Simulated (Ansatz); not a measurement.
Basis sets compared for Sn₄H₂. Charge 0, multiplicity 1. Geometry PBE0-D4/def2-SVP. Ansatz on 4 threads of Arm Neoverse V1 on a shared host; times are rough, and most runs start from earlier orbitals.

Cartesian coordinates in Å:
```
Sn -1.617 -0.041 0.201
Sn -0.184 1.916 -1.332
Sn -0.164 -1.444 2.281
Sn 1.321 0.492 0.787
H -0.102 0.567 -2.494
H 0.746 -1.490 0.556
```

In the def2 sets Sn takes a core potential; there is no spin–orbit coupling. Another isomer (singlet) lies 0.03 eV lower at PBE-D4/def2-TZVP; other spin states weren't run for this one.

Binding counts from free atoms (Sn triplet, H doublet) in the same basis, without a counterpoise term.

```json
{"level": "PBE-D4/def2-SVP", "functions": "114", "energy (Eh)": "-858.4705", "HOMO (eV)": "-4.92", "LUMO (eV)": "-3.31", "binding per atom (eV)": "2.25", "wall time": "1.4 s"}
{"level": "PBE0-D4/def2-SVP", "functions": "114", "energy (Eh)": "-858.4926", "HOMO (eV)": "-5.68", "LUMO (eV)": "-2.69", "binding per atom (eV)": "2.15", "wall time": "2.5 s"}
```

Estimate the rows for PBE-D4/def2-TZVP (with forces), PBE0-D4/def2-TZVP.


| level | functions | energy (Eh) | HOMO (eV) | LUMO (eV) | binding per atom (eV) | wall time |
| --- | --- | --- | --- | --- | --- | --- |
| PBE-D4/def2-TZVP (with forces) | 212 | -858.4978 | -4.93 | -3.32 | 2.27 | 3.3 s |
| PBE0-D4/def2-TZVP | 212 | -858.5174 | -5.67 | -2.68 | 2.18 | 6 s |
